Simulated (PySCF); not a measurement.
Compound: C3H9NSi.
Numbering: `[CH3:1][N:2]1[CH2:3][SiH2:4][CH2:5]1` (hydrogens: H6, H7, H8 on C1; H9, H10 on C3; H11, H12 on Si4; H13, H14 on C5)

Method used: PBE0-D3(BJ)/def2-SVP geometry optimisation, gas phase in PySCF.

(1) Give the optimised bond lengths and angles.

Results:

(1) 
```
            bond  length (Å)
           C1–N2       1.434
    N2–C3, N2–C5       1.464
  C3–Si4, Si4–C5       1.899
    C1–H6, C1–H8       1.102
           C1–H7       1.115
   C3–H9, C5–H13       1.114
  C3–H10, C5–H14       1.102
Si4–H11, Si4–H12       1.493
```

Bonds in one row agree within 0.01 Å and their mean is given. A selection of angles:
```
      angle  degrees
   N2–C1–H6    110.1
   N2–C1–H7    112.9
   H6–C1–H7    107.9
   C1–N2–C3    117.8
   C3–N2–C5    104.3
  N2–C3–Si4     86.3
   N2–C3–H9    113.5
  Si4–C3–H9    112.3
 Si4–C3–H10    121.3
  H9–C3–H10    108.2
  C3–Si4–C5     75.0
 C3–Si4–H11    115.2
 C3–Si4–H12    119.2
H11–Si4–H12    109.7
```

Dihedral angles: C1–N2–C3–Si4 -157° (antiperiplanar); N2–C3–Si4–C5 19° (synperiplanar); C3–Si4–C5–N2 -19° (synperiplanar); C1–N2–C5–Si4 157° (antiperiplanar).

N2 (tertiary amine nitrogen) is pyramidal (angles 117.9°, 117.8° and 104.3°, sum 340.0°, 0.38 Å off the plane of its three neighbours). The 4-membered ring N2–C3–Si4–C5 has internal angles of 75.0° to 104.3° (sum 352°, against 360° for a flat polygon); it is puckered, 0.15 Å rms from its mean plane, widest ring torsion 24°. Si4 (SiH2 silicon) has angles from 75.0° to 119.3°. The C–N distances run from 1.434 Å (C1–N2, drawn single) to 1.464 Å (N2–C5, drawn single), a spread of 0.030 Å.

Point group: Cs (every atom within 0.08 Å of its image). Stationary, but not proved a minimum. The numbers are those of one conformer.

On one thread, Arm Neoverse V1 (aarch64), no GPU (shared host), this took 38 s wall and 0.48 GiB of memory at its peak. These figures are those of the optimisation.
